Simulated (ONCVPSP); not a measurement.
# Cr: one change to an ONCV potential, before and after

```
Element                 : Cr (Z = 24)
Generator               : ONCVPSP 4.0.1
Type                    : optimised norm-conserving Vanderbilt (ONCV)
Functional              : PBEsol
Relativity              : scalar-relativistic
Frozen core             : [Ne] 3s2
Valence charge          : 12
Reference configuration : 3p6 3d5 4s1
Partial waves           : 4s: rc 2.30 bohr, ncon 3, nbas 7, qcut 2.4 1/bohr, 2 projectors, debl 0.6 Ha; 3p: rc 1.30 bohr, ncon 4, nbas 8, qcut 10.9 1/bohr, 2 projectors, debl 3.6 Ha; 3d: rc 1.50 bohr, ncon 4, nbas 9, qcut 9 1/bohr, 2 projectors, debl 0.6 Ha
Local potential         : polynomial inside 1.10 bohr (lpopt 5, dvloc0 4 Ha)
Core correction         : Teter function, parameters optimised by the program
```

All-electron outer shells of the reference configuration (PBEsol, scalar-relativistic, ld1.x):

| shell | level (eV) | outermost node (bohr) | outermost maximum (bohr) |
| --- | --- | --- | --- |
| 3s | -73.77 | 0.36 | 0.78 |
| 3p | -45.34 | 0.33 | 0.80 |
| 4s | -4.02 | 1.12 | 2.74 |
| 3d | -2.93 | – | 0.84 |

Change: s: debl 3.05.

Cutoffs: the cutoffs (Ha) at which the residual kinetic energy of the hardest occupied pseudo-wave falls to 1 and 0.1 mHa per electron; they do not see the model core or the augmentation charge, which bear on the density cutoff. Errors are all-electron minus pseudo energies relative to the spin-unpolarised reference configuration.

Task: What does the change do?

Result: The potential gets neither clearly harder nor softer (35 Ha and 40 Ha → 35 Ha and 40 Ha); the bound ghost in s disappears; the lowest positive-energy flag moves from none to s at 36.5 eV; the errors of the 3 common tests hardly move; the range in which the s phases agree narrows (upper end 2.7 → 1.2).

```tsv
quantity	base	changed
cutoff, loose	35 Ha	35 Ha
cutoff, tight	40 Ha	40 Ha
bound ghosts	s	none
GHOST(+) flags under 300 eV	none	s at 36.5 eV
tests with a reliable result	3 of 4	3 of 4
error for 3p6 3d5 4s0, meV [ΔE 6.87 eV]	-11	-12
error for 3p6 3d4 4s0, meV [ΔE 22.89 eV]	-6.4	-6.6
error for 3p6 3d5 4s0.5, meV [ΔE 2.71 eV]	-2.2	-1.9
s: phases at 2.34 bohr within 0.05 rad from the reference energy up to (Ha; the scan ends near 5)	2.7	1.2
p: phases at 1.32 bohr within 0.05 rad from the reference energy up to (Ha; the scan ends near 5)	to the end of the scan	to the end of the scan
d: phases at 1.52 bohr within 0.05 rad from the reference energy up to (Ha; the scan ends near 5)	to the end of the scan	to the end of the scan
rms error of d²Exc/dni dnj with the model core, mHa	0.25	0.25
```

 A true bound ghost makes a file unfit for plane-wave use even where its test errors are small: the radial tests pick states by their node count and pass the ghost by.
